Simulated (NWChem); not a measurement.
SiH4TeS; SMILES [Te]([SiH3])S

```xyz
7

Te     0.7356    -0.0604     0.0009
S     -1.0299    -1.7313    -0.1106
H     -1.1803    -1.8818     1.2254
Si    -0.9109     1.8345     0.0149
H     -0.1127     3.0983     0.0555
H     -1.7824     1.7482     1.2231
H     -1.7492     1.7974    -1.2175
```
Atoms are numbered in this order, from 1.

Level: PBE0/def2-SVP with def2 effective core potentials on Te (NWChem), optimised geometry, unscaled harmonic frequencies. def2 effective core potentials on Te; no spin-orbit coupling.

```csv
frequency (cm⁻¹),IR intensity (km/mol)
92,0.4
131,0.2
259,19.3
333,3.8
354,4.9
547,7.0
553,5.9
768,2.3
877,380.1
921,43.0
939,40.1
2225,90.0
2244,71.4
2254,71.1
2702,0.2
```

The zero-point energy is 21.7 kcal/mol and the thermal correction to the enthalpy at 298.15 K (with zero-point energy) is 26.1 kcal/mol. The heat capacity Cv is 19.2 cal/(mol K). The entropy at 298.15 K and 1 atm (symmetry number 1) is 81.6 cal/(mol K).

Rigid rotor and harmonic oscillator; modes under 100 cm⁻¹ make the entropy uncertain.
